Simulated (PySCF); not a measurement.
**Ionisation energy of Pb²⁺ by level of theory**

Pb²⁺ [Xe] 4f14 5d10 6s2 (1S) → Pb³⁺ [Xe] 4f14 5d10 6s1 (2S), as a difference of total energies. Calculation: PySCF 2.14, in ANO-RCC-VTZP (8s7p5d3f2g, 93 functions); the spin-free X2C one-electron Hamiltonian (Gaussian nucleus). Correlated levels: valence: [Xe] 4f14 5d10 frozen; valence and next inner shell: [Kr] 4d10 4f14 frozen. The calculations carry no spin-orbit coupling.

Task: Order these methods by the ionisation energy they give, lowest first.
A. PBE0
B. LDA
C. revPBE
D. UHF

Result: D (29.790 eV), A (31.754 eV), C (31.947 eV), B (32.590 eV).

Errors of the correlated levels include the incompleteness of this basis and the frozen core.

For comparison: 31.937 eV (measured; NIST Atomic Spectra Database, ionization energies).
